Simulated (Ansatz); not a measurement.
Br₂Sn, charge +1, doublet, geometry from GFN2-xTB (such geometries of metal compounds can be far from the true shape) (a state made from the parent by changing its charge; the spin is typed, not shown lowest) (all electrons, no relativity); SVWN5/STO-3G in Ansatz (a program for electronic structure).

The Ansatz input:
Ansatz 0.2 input:
```yaml
crystal:
  periodic: [false, false, false]
  atoms:
    - {symbol: Sn, position_ang: [-0.02282736, -0.00101572, 1.02101170]}
    - {symbol: Br, position_ang: [1.03639339, 1.68673076, -0.70481009]}
    - {symbol: Br, position_ang: [-1.00378288, -1.68527973, -0.75377805]}
basis:
  gaussian:
    orbitals: STO-3G
hamiltonian:
  xc: {name: SVWN5}
total_charge: 1
magnetization: {spin_polarized: true, initial_magnetization: 1}
```

The log (banner, timings and long lists left out):

```
Functional definition: SVWN5
709 factors; integrals over basis functions are off by at most 2.2e-5 eV
mean field evaluation 1: about -300513.8867 eV, gradient 1.8e1 eV
mean field evaluation 2: about -300462.6830 eV, gradient 5.7e1 eV
mean field evaluation 4: about -300520.1987 eV, gradient 1.7e0 eV
mean field evaluation 8: about -300520.2339 eV, gradient 3.2e-2 eV
mean field evaluation 16: about -300520.2219 eV, gradient 5.5e-6 eV
mean field evaluation 32: about -300519.4699 eV, gradient 5.7e-5 eV
mean field evaluation 64: about -300519.0802 eV, gradient 3.9e-1 eV
mean field -300520.22186198 eV, -11043.9144535053 hartree, gradient 5.2e-6 eV, S^2 0.751346; 14 other end points of the search recorded, 0 dependent functions left out
reference -300520.22187642 eV, -11043.9144540359 hartree; 60, 59 occupied and 3, 4 virtual orbitals, 709 factors
Total energy: -300520.22187642 eV, -11043.9144540359 hartree
```
